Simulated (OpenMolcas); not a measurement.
# Computed transition rates of Ge

- Program: OpenMolcas 26.06
- Method: SS-RASPT2, IPEA 0.25 Eh, imaginary shift 0.1 Eh (closed shells correlated: 3d 4s)
- Basis: ANO-R3 [7s6p5d4f2g]
- Scalar Hamiltonian: X2C, finite nucleus
- Active space: 2 electrons in 9 orbitals (RAS2 4p; RAS3 4d 5s, at most 1 electron)
- State averaging: 2S+1 = 3 even, 3 roots; 2S+1 = 1 even, 6 roots; 2S+1 = 3 odd, 3 roots; 2S+1 = 1 odd, 3 roots
- Spin-orbit coupling: RASSI with atomic mean-field integrals over the reference wave functions, term energies averaged over their components

Rates come from the transition moments of the reference wave functions (E1 and E2 in the length form). At fixed line strength A goes as λ^-3 for E1 and M1 and as λ^-5 for E2, so a rate at the computed wavelength can be rescaled to the measured one. Measured vacuum wavelengths follow from level energies in NIST Handbook of Basic Atomic Spectroscopic Data. Branching counts decays inside the model space alone, at computed energies, and the table is only a selection of the E2 and M1 lines, drawn from those between levels with measured partners whose computed energy lies within a factor of 1.5 of the measured one.

```
      Upper        Lower  Type  λ computed (nm)  λ measured (nm)  A computed (s-1)  A rescaled (s-1)  Branching %
4s² 4p² ¹S₀  4s² 4p² ¹D₂    E2            847.9             1082          4.24e+00          1.25e+00         75.7
4s² 4p² ¹S₀  4s² 4p² ³P₁    M1            538.7            632.5          1.22e+00                           21.7
4s² 4p² ¹S₀  4s² 4p² ³P₂    E2            561.7            668.6          1.46e-01                            2.6
4s² 4p² ¹D₂  4s² 4p² ³P₂    M1             1664             1750          7.74e-02                           66.8
4s² 4p² ¹D₂  4s² 4p² ³P₁    M1             1477             1522          3.72e-02                           32.1
4s² 4p² ³P₂  4s² 4p² ³P₁    M1            13150            11730          5.90e-03          8.31e-03        100.0
4s² 4p² ³P₁  4s² 4p² ³P₀    M1            21120            17950          1.91e-03          3.11e-03        100.0
4s² 4p² ¹D₂  4s² 4p² ³P₂    E2             1664             1750          9.74e-04                            0.8
```

Spin-changing lines and M1 lines between different terms are not rescaled, since their strength hangs on the term gaps too.

The largest correction is for 4s² 4p² ¹S₀ → 4s² 4p² ¹D₂ (E2): 4.24e+00 × (847.9 / 1082)^5 = 1.25e+00 s-1, a factor of 0.30.

No measured rate stands beside these. Rescaling mends the energy factor alone: line strengths can still be far off where a level mixes with configurations outside the active space, and weak or spin-changing lines hang on small mixing coefficients that depend on the term gaps too, so rescaling need not improve them.

Term energies are means over components that CASPT2 splits; among the terms shown or strongly mixed into the levels shown the widest spread is 82 cm-1 (4s² 4p² ¹D). With the s shell closed, the reference lacks s² → p² mixing. No level of 4s² 4p 4d was computed, though it lies in the active space. Some terms miss by over 15 % even with CASPT2, which points to a basis or an active space too small for the shells correlated. Computed and measured levels are paired by configuration, term and J; levels that our copy of the source lacks, or whose pairing is in doubt (as where it misses far off the trend of its configuration), stay unpaired. Levels of configurations outside the active space are missing.
